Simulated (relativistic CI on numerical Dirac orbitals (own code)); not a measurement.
Slater and spin-orbit integrals, Ce53+

Computed by Dirac-Coulomb-Breit CI, orbitals from a KLI potential per configuration, model QED (radiative potential, 1s self-energy scaled to tabulated hydrogen-like ionisation energies), unscaled Slater integrals (own radial code, finite nucleus).

Slater integrals F^k, G^k are unscaled and averaged over j, outside the closed core 1s2; ζ comes from projecting the Hamiltonian with its Breit term on Σ l·s of the shell.

- 2s²2p: ζ(2p) = 2.6563e+06 cm⁻¹; <r>(2p) = 0.08663, <r^2>(2p) = 0.009097 (bohr units).
- 2s2p²: F^2(2p,2p) = 1.0941e+06, G^1(2s,2p) = 1.1568e+06, ζ(2p) = 2.6467e+06 cm⁻¹; <r>(2s) = 0.0998, <r^2>(2s) = 0.01175, <r>(2p) = 0.0867, <r^2>(2p) = 0.00911 (bohr units).
- 2p³: F^2(2p,2p) = 1.0925e+06, ζ(2p) = 2.6372e+06 cm⁻¹; <r>(2p) = 0.08682, <r^2>(2p) = 0.009137 (bohr units).

Averages of the first 10 configurations, taken without configuration mixing, which lowers the lowest level and can move excited configurations by several eV; other configurations of the list can lie among them:

```json
{"Configuration": "2s²2p", "Parity": "odd", "States": "6", "Average energy above the lowest level (eV)": "333.8"}
{"Configuration": "2s2p²", "Parity": "even", "States": "30", "Average energy above the lowest level (eV)": "834.1"}
{"Configuration": "2p³", "Parity": "odd", "States": "20", "Average energy above the lowest level (eV)": "1382.0"}
{"Configuration": "2p²3s", "Parity": "even", "States": "30", "Average energy above the lowest level (eV)": "7081.8"}
{"Configuration": "2p²3p", "Parity": "odd", "States": "90", "Average energy above the lowest level (eV)": "7232.5"}
{"Configuration": "2p²3d", "Parity": "even", "States": "150", "Average energy above the lowest level (eV)": "7350.3"}
{"Configuration": "2s²3s", "Parity": "even", "States": "2", "Average energy above the lowest level (eV)": "6095.0"}
{"Configuration": "2s²3p", "Parity": "odd", "States": "6", "Average energy above the lowest level (eV)": "6253.8"}
{"Configuration": "2s²3d", "Parity": "even", "States": "10", "Average energy above the lowest level (eV)": "6371.7"}
{"Configuration": "2s2p3s", "Parity": "odd", "States": "24", "Average energy above the lowest level (eV)": "6564.5"}
```
